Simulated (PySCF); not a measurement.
Parent: `[SiH3:1]/[CH:2]=[C:3](/[SiH3:4])[Cl:5]`, C2H7ClSi2.

Theory: PBE0-D3(BJ)/def2-SVP geometry optimisation, gas phase (PySCF 2.14.0). One conformer each, not checked by frequencies here.

```
coordinate of the parent    value
                  Si1–C2  1.881 Å
                   C2=C3  1.341 Å
                  C3–Si4  1.884 Å
                  C3–Cl5  1.754 Å
               Si1–C2–C3   124.8°
               C2–C3–Si4   126.8°
               C2–C3–Cl5   119.9°
              Si4–C3–Cl5   113.3°
```

Problem. How does the shared frame change in `[O:1]=[CH:2][O:3]/[C:4]([SiH3:5])=[CH:6]/[SiH3:7]` with O1–C2–O3–C4 0°, C2–O3–C4–Si5 -3°, C3H8O2Si2? Atoms pair as Si1 = Si7, C2 = C6, C3 = C4, Si4 = Si5 (parent first).

Solution. 
```csv
parent,relative,value in the relative,change
Si1–C2,Si7–C6,1.878 Å,-0.003
C2=C3,C6=C4,1.343 Å,+0.002
C3–Si4,C4–Si5,1.907 Å,+0.023
Si1–C2–C3,Si7–C6–C4,128.5°,+3.7
C2–C3–Si4,C6–C4–Si5,123.9°,-2.9
```

Of the parent's bonds, C3–Si4 changes most (+0.023 Å). Bonds of the relative outside the shared frame: O1=C2 1.200, C2–O3 1.329, O3–C4 1.396 Å.
